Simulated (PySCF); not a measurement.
Geometry:
| atom | x (Å) | y (Å) | z (Å) |
| --- | --- | --- | --- |
| C1 | 3.231 | -0.015 | -0.885 |
| N2 | 1.934 | 0.138 | -0.279 |
| C3 | 1.684 | 1.446 | 0.270 |
| Si4 | 0.888 | -1.193 | 0.094 |
| N5 | -0.753 | -0.767 | -0.268 |
| C6 | -1.105 | -0.339 | -1.601 |
| C7 | -1.855 | -1.063 | 0.630 |
| C8 | -2.185 | 0.083 | 1.589 |
| N9 | -2.483 | 1.367 | 0.993 |
| H10 | 4.060 | 0.130 | -0.163 |
| H11 | 3.379 | 0.717 | -1.702 |
| H12 | 3.338 | -1.021 | -1.316 |
| H13 | 2.386 | 1.708 | 1.087 |
| H14 | 1.774 | 2.231 | -0.505 |
| H15 | 0.663 | 1.499 | 0.677 |
| H16 | 1.450 | -2.322 | -0.718 |
| H17 | 0.840 | -1.606 | 1.535 |
| H18 | -0.197 | -0.034 | -2.146 |
| H19 | -1.601 | -1.136 | -2.190 |
| H20 | -1.783 | 0.531 | -1.589 |
| H21 | -2.748 | -1.317 | 0.029 |
| H22 | -1.636 | -1.965 | 1.230 |
| H23 | -3.033 | -0.221 | 2.228 |
| H24 | -1.327 | 0.215 | 2.271 |
| H25 | -1.700 | 1.670 | 0.417 |
| H26 | -3.288 | 1.300 | 0.373 |

Geometry: PBE0-D3(BJ)/def2-SVP; GIAO shifts from PySCF 2.14.0 with density-fitted response routines, gas phase, non-relativistic, averaged over equivalent atoms.

At HF/pcSseg-1 (245 basis functions, 54 s wall time on 1 thread of an Arm Neoverse N1, shared host):
| atoms | δ (ppm) |
| --- | --- |
| C7 | 49.3 |
| C8 | 45.0 |
| C6 | 34.8 |
| C1/C3 | 34.4 |
| N9 | 25.2 |
| N5 | 7.2 |
| N2 | 3.2 |
| Si4 | -24.1 |
| H16/H17 | 4.02 |
| H10/H11/H12/H13/H14/H15 | 2.37 |
| H23/H24 | 2.34 |
| H18/H19/H20 | 2.31 |
| H21/H22 | 2.19 |
| H25/H26 | 0.46 |

References, each an isolated molecule treated in the same way: 13C (190.85 ppm), 29Si (393.43 ppm), 1H (31.69 ppm) against TMS; 15N (265.72 ppm) against NH3.

Question: What do these become at PBE0/pcSseg-1?

Answer: 
| atoms | δ at PBE0/pcSseg-1 | change |
| --- | --- | --- |
| C7 | 54.9 | +5.6 |
| C8 | 50.3 | +5.3 |
| C6 | 39.0 | +4.2 |
| C1/C3 | 38.0 | +3.6 |
| N9 | 33.6 | +8.4 |
| N5 | 31.9 | +24.7 |
| N2 | 26.1 | +22.9 |
| Si4 | -21.6 | +2.5 |
| H16/H17 | 4.64 | +0.62 |
| H10/H11/H12/H13/H14/H15 | 2.54 | +0.17 |
| H23/H24 | 2.55 | +0.21 |
| H18/H19/H20 | 2.54 | +0.23 |
| H21/H22 | 2.44 | +0.25 |
| H25/H26 | 0.35 | -0.11 |

Shifts are taken against calculated references (same method and geometry level): 13C (σref 184.41) and 29Si (σref 351.99) and 1H (σref 31.27) against TMS; NH3 for 15N (σref 265.67).

The largest change is at N5 (nitrogen bonded to 2 C, Si). Cost: 245 basis functions, 110 s wall time on 1 thread of an Arm Neoverse N1, shared host. The order of the carbon signals is the same at both levels.

Experimental scales use liquid or dissolved standards, which lie at an offset from isolated NH3 (liquid NH3: subtract about 20 ppm).
